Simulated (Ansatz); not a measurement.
System: sum formula AlN2H5, net charge 0, singlet state. SMILES: [NH2][AlH][NH2]
Structure (B3LYP-D3(BJ)/def2-TZVP (Ansatz, an electronic-structure program) minimum search):
```
Al
N 1 1.7730
H 2 1.0076 1 126.34
H 2 1.0077 3 110.03 1 180.00
N 1 1.7730 2 120.19 3 0.00
H 5 1.0076 1 126.34 2 0.00
H 5 1.0077 6 110.03 1 -180.00
H 1 1.5731 2 119.91 3 180.00
```
Charge 0, spin multiplicity 1.

Wanted: vertical ionisation energy (to the doublet state of charge +1; each state is the SCF solution reached for its spin; the UHF <S^2> is 0.92 for the doublet (pure: 0.75); for the doublet the Hartree-Fock reference is unstable and T1 is 0.032), in eV. Cores are frozen in the correlated levels unless marked. UHF or UKS for open shells. No spin-orbit coupling. No relativistic terms.  The program attaches cautions to a run behind CCSD(T)/aug-cc-pV(T+d)Z: other roots.

```json
[
 {"level": "SVWN5/def2-TZVPD", "program": "Ansatz", "vertical ionisation energy (eV)": "9.07"},
 {"level": "PBE/def2-TZVPD", "program": "Ansatz", "vertical ionisation energy (eV)": "8.82"},
 {"level": "r2SCAN/def2-TZVPD", "program": "Ansatz", "vertical ionisation energy (eV)": "8.89"},
 {"level": "B3LYP/def2-TZVPD", "program": "Ansatz", "vertical ionisation energy (eV)": "9.09"},
 {"level": "wB97X-V/def2-TZVPD", "program": "Ansatz", "vertical ionisation energy (eV)": "9.48"},
 {"level": "CCSD(T)/aug-cc-pV(T+d)Z", "program": "Ansatz", "vertical ionisation energy (eV)": "9.53"}
]
```
